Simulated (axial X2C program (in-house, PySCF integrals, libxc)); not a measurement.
**NaK: cheaper levels and CCSD(T), two-component**

Calculated with an axial X2C code built on PySCF integrals. Two-component (2c) means X2C with spin–orbit coupling and atomic mean-field two-electron Coulomb and Gaunt terms. Basis: K dyall-cv3z [11s12p6d3f], Na dyall-cv3z [9s8p5d2f] (cores contracted in-house); Gaussian nuclei, density fitting, unrestricted open shells. Masses: K 38.964 u, Na 22.990 u.

State: Ω = 0 (closed shell); fragments K + Na.

```
 level  Re (Å)  ωe (cm⁻¹)  De (eV)
  PBE0   3.537      123.8    0.603
    HF   3.685      118.2   -0.061
   MP2   3.527      125.8    0.418
  CCSD   3.563      122.2    0.612
r2SCAN   3.584      120.8    0.503
```

Correlated methods: 10 electrons correlated (number of frozen shells: K 2 s, 1 p; Na 2 s, 1 p), 260 virtual spin orbitals or spinors in MP2, 90 natural virtuals in coupled cluster.

CCSD(T), same Hamiltonian and basis:

Re = 3.554 Å, ωe = 121.3 cm⁻¹, De = 0.63 eV; T1 = 0.018 (Lee–Taylor normalisation).

Question: Give the differences from CCSD(T) in the columns below.

Answer: 

```tsv
level	ΔRe (Å)	Δωe (cm⁻¹)	ΔDe (eV)
PBE0	-0.017	2.5	-0.03
HF	0.131	-3.1	-0.69
MP2	-0.027	4.5	-0.21
CCSD	0.009	0.9	-0.02
r2SCAN	0.030	-0.5	-0.13
```

The state is a single determinant with fixed occupations, the lowest that a limited PBE0 search found. The closed shell is kept restricted, so the energy runs too high when the bond is stretched far. Dissociation energies refer to the lowest single-determinant-based atoms at the same level and basis. CCSD and (T) use frozen natural virtuals with an MP2 correction for the truncation; (T) itself is uncorrected, so its De runs slightly low.
